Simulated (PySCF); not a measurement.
SMILES C[Si](O)(O)C[Si](O)(O)O (C2H10O5Si2) at its GFN2-xTB optimised geometry (Å):

```
19

Si    -1.7723    -0.7983     0.0000
O     -2.5325    -1.4366     1.2924
O     -2.3198    -1.5949    -1.3103
O     -2.2020     0.7844     0.0000
C      0.1167    -0.7983     0.0000
Si     0.6595     0.1843    -1.5253
C      2.5260     0.3686    -1.7745
O     -0.0178    -0.6683    -2.7715
O      0.0633     1.7001    -1.4891
H     -2.6089    -2.3837     1.3464
H     -1.7985    -1.4838    -2.1068
H     -3.0070     1.0206     0.4547
H      0.5136    -0.3365     0.8985
H      0.4993    -1.8137    -0.0320
H      2.7306     1.0424    -2.5994
H      3.0070     0.7774    -0.8945
H      2.9924    -0.5846    -1.9975
H      0.1536    -0.3840    -3.6663
H     -0.7799     1.8137    -1.0460
```

Calculation: CAM-B3LYP/def2-SVP run with PySCF.

Map of the electrostatic potential (hartree/e), clipped to [-0.08, 0.12] on the plane z = 0.8 Å:

```
|22222222222222222222222222222|
|22222222222222211112222222222|
|22222222222222111111222222222|
|22222222222221111111122222222|
|22222222222221111111122222222|
|22222222222221111111122222222|
|22333332222211111111122222222|
|23333333221111111111222222222|
|23334443211111111111222222222|
|33345675310011111122222222222|
|33457999510011222222222222222|
|33458999950011222222222222222|
|23358999993122333332222222222|
|23345899997543577432222222222|
|22233469999976999732222222222|
|22222259999999999932222222222|
|21110059999999999632222222222|
|11100099999999997322222222222|
|11100199999975665322222222222|
|11111289999854455322222222222|
|22222499997543344332222222222|
|22223489986433333322222222222|
|22223468865433333322222222222|
|22223455554333333222222222222|
|22223344443333322222222222222|
|22223333333333222222222222222|
|22222333333322222222222222222|
|22222223332222222222222222222|
|22222222222222222222222222222|
```
Scale: ten equal steps from -0.038 (start of '0') to 0.120 (end of '9'), in the order '0123456789'; x runs from -5.50 to 5.50, y from -5.50 (bottom) to 5.50 (top).
